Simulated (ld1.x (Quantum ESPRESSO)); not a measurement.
# Scattering properties, ultrasoft potential for Zn

* Element: zinc (Zn)
* Generator: ld1.x (Quantum ESPRESSO) 7.5
* Type: ultrasoft
* Functional: PBE
* Relativity: scalar-relativistic
* Frozen core: [Ne]
* Valence charge: 20
* Reference configuration: 3s2 3p6 3d10 4s2 4p0
* Partial waves: 3s (bound): rcut 0.95, rcutus 1.10 bohr; 4s (bound): rcut 0.95, rcutus 1.10 bohr; 3p (bound): rcut 1.10, rcutus 1.40 bohr; 4p (bound, empty): rcut 1.10, rcutus 1.40 bohr; 3d (bound): rcut 0.70, rcutus 0.95 bohr; 3d channel at 0.1 Ry: rcut 0.70, rcutus 0.95 bohr
* Local potential: all-electron potential smoothed inside 0.85 bohr (lloc = -1)
* Core correction: Bessel-smoothed model core inside 0.85 bohr
* Augmentation charge: PSQ, inside the norm-conserving radii

The phase is arctan(r·u′/u) with u = r·R(r), unwrapped; energies in Ry, scanned from -11 to 5 Ry. A pole is an energy at which the radial function vanishes at the test radius. The pseudo phase is shifted by a multiple of π to meet the all-electron one at the reference energy, and phase errors are pseudo minus all-electron; the curves can meet again beyond the range given. Levels narrower than the energy grid can be missing from the lists of poles.

Problem. For each channel, where are the poles, and over which energies does the pseudopotential scatter like the atom?

Solution.

```csv
channel,radius (bohr),reference energy (Ry),"poles, all-electron","poles, pseudo",unbroken range about the reference energy with phases within 0.05 rad,phase error 1 Ry above the reference energy (rad)
s,1.56,-0.44,-9.31,-9.31,the whole range,+0.000
p,1.56,-0.08,-5.83,"-5.79, -3.15",-2.1 to 1.1,-0.027
d,1.56,-0.75,-0.03,-0.03,the whole range,-0.000
```

The ghost test of this file was not conclusive. Its overlap operator is not positive definite in a basis up to 400 Ry (lowest eigenvalue p -2.29), so the file is unfit for use: the generalised eigenproblem breaks down once the basis is large enough, and its test numbers describe a broken file.

Phases in the p channel:

| E (Ry) | all-electron | pseudo |
| --- | --- | --- |
| -11.00 | 1.355 | 4.512 |
| -10.76 | 1.351 | 4.509 |
| -10.52 | 1.347 | 4.506 |
| -10.28 | 1.343 | 4.503 |
| -10.04 | 1.339 | 4.499 |
| -9.80 | 1.334 | 4.495 |
| -9.56 | 1.329 | 4.491 |
| -9.32 | 1.323 | 4.486 |
| -9.08 | 1.316 | 4.481 |
| -8.84 | 1.309 | 4.475 |
| -8.60 | 1.300 | 4.468 |
| -8.36 | 1.290 | 4.460 |
| -8.12 | 1.278 | 4.449 |
| -7.88 | 1.262 | 4.437 |
| -7.64 | 1.242 | 4.420 |
| -7.40 | 1.214 | 4.397 |
| -7.16 | 1.171 | 4.361 |
| -6.92 | 1.095 | 4.297 |
| -6.68 | 0.920 | 4.148 |
| -6.44 | 0.238 | 3.531 |
| -6.20 | -1.131 | 2.015 |
| -5.96 | -1.493 | 1.655 |
| -5.72 | -1.613 | 1.546 |
| -5.48 | -1.673 | 1.495 |
| -5.24 | -1.710 | 1.465 |
| -5.00 | -1.736 | 1.446 |
| -4.76 | -1.756 | 1.434 |
| -4.52 | -1.773 | 1.428 |
| -4.28 | -1.788 | 1.426 |
| -4.04 | -1.801 | 1.433 |
| -3.80 | -1.814 | 1.453 |
| -3.56 | -1.825 | 1.510 |
| -3.32 | -1.837 | -1.399 |
| -3.08 | -1.849 | -2.617 |
| -2.84 | -1.861 | -2.079 |
| -2.60 | -1.873 | -1.990 |
| -2.36 | -1.886 | -1.962 |
| -2.12 | -1.899 | -1.952 |
| -1.88 | -1.914 | -1.952 |
| -1.64 | -1.929 | -1.956 |
| -1.40 | -1.945 | -1.965 |
| -1.16 | -1.963 | -1.976 |
| -0.92 | -1.983 | -1.991 |
| -0.68 | -2.004 | -2.009 |
| -0.44 | -2.028 | -2.030 |
| -0.20 | -2.055 | -2.055 |
| 0.04 | -2.085 | -2.086 |
| 0.28 | -2.120 | -2.122 |
| 0.52 | -2.159 | -2.167 |
| 0.76 | -2.205 | -2.222 |
| 1.00 | -2.259 | -2.293 |
| 1.24 | -2.322 | -2.383 |
| 1.48 | -2.397 | -2.502 |
| 1.72 | -2.487 | -2.659 |
| 1.96 | -2.595 | -2.867 |
| 2.20 | -2.723 | -3.124 |
| 2.44 | -2.872 | -3.411 |
| 2.68 | -3.041 | -3.685 |
| 2.92 | -3.222 | -3.913 |
| 3.16 | -3.405 | -4.090 |
| 3.40 | -3.579 | -4.223 |
| 3.64 | -3.734 | -4.325 |
| 3.88 | -3.868 | -4.403 |
| 4.12 | -3.981 | -4.465 |
| 4.36 | -4.076 | -4.516 |
| 4.60 | -4.155 | -4.557 |
| 4.84 | -4.222 | -4.592 |
